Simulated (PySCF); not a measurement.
**Löwdin shares of the frontier orbitals**

Species: C5H11NSi.
Cartesian coordinates in Å at the GFN2-xTB level; atoms count from 1:
```xyz
18
C5H11NSi angstrom
C      2.7101    0.1125    0.3565
N      1.9828   -1.0092    0.8789
C      0.7668   -1.1660    0.5785
C     -0.0760   -0.3036   -0.2734
C     -1.5090   -0.7944   -0.5474
C     -2.3230    0.4309   -0.0776
Si    -0.7538    1.2966    0.5804
H      2.8473    0.0265   -0.7264
H      3.6896    0.1269    0.8338
H      2.1941    1.0610    0.5532
H      0.2827   -2.0246    1.0359
H      0.4660   -0.0655   -1.1913
H     -1.7412   -1.6779    0.0477
H     -1.6773   -1.0425   -1.5949
H     -3.0922    0.1820    0.6503
H     -2.8161    0.9432   -0.9016
H     -0.3708    2.5657   -0.0400
H     -0.5888    1.3448    2.0314
```

Computed, not measured: TDDFT wB97X-D/def2-SVPD, vertical, gas phase, core orbitals frozen in the response in PySCF.

Frontier orbitals with the atoms that hold most of them (Löwdin shares over 4%, at most four atoms; ? is withheld):

```
orbital  ε (eV)                            atoms
 HOMO-3  -11.13  C3 17%, C4 16%, N2 12%, Si7 10%
 HOMO-2  -10.28   C6 33%, Si7 21%, C5 14%, C4 7%
 HOMO-1   -9.28                                ?
   HOMO       ?                                ?
   LUMO    1.42   Si7 29%, C3 13%, N2 11%, C4 8%
 LUMO+1    1.86  Si7 20%, C3 10%, N2 10%, H17 9%
 LUMO+2    2.23  Si7 18%, C6 11%, C5 11%, C3 10%
```

(1) Give the leading atoms of the HOMO-1.

(2) Which atoms hold the HOMO, and with what shares?

(3) What is the HOMO energy, and the HOMO–LUMO gap?

## Answers

(1) N2 (bonded to 2 C) 32%; C4 (bonded to 2 C, Si and H) 16%; C3 (bonded to C, N and H) 15%; Si7 (bonded to 2 C and 2 H) 11%. By element: nitrogen 32%, carbon 31% or more, silicon 11%.

(2) N2 (bonded to 2 C) 53%; C3 (bonded to C, N and H) 12%; C1 (bonded to N and 3 H) 10%; C4 (bonded to 2 C, Si and H) 9%. By element: nitrogen 53%, carbon 31% or more.

(3) ε(HOMO) = -8.55 eV; the gap is 9.97 eV (0.3664 hartree).

Question: How does S1 compare with the orbital gap of 9.97 eV?

Answer: S1 is at 4.88 eV (f = 0.0022), 5.09 eV below the gap, made of HOMO→LUMO (50%), HOMO→LUMO+1 (25%), HOMO→LUMO+2 (12%). Without the coupling terms of the response equations the lowest excitation would equal the gap.

Next come S2 at 6.28 eV (f 0.043), HOMO→LUMO+1 (41%), HOMO→LUMO (30%), HOMO-1→LUMO (20%); S3 at 6.67 eV (f 0.132), HOMO-1→LUMO (62%), HOMO→LUMO+1 (21%); S4 at 6.90 eV (f 0.034), HOMO-1→LUMO+1 (82%); S5 at 7.05 eV (f 0.109), HOMO→LUMO+2 (62%).

Löwdin shares depend on the basis, the more so with diffuse functions.

Hardware: one thread of an Arm Neoverse N1, no GPU (shared host). Cost: 93 s, 1.0 GiB resident at most.

One conformer stands for the species.
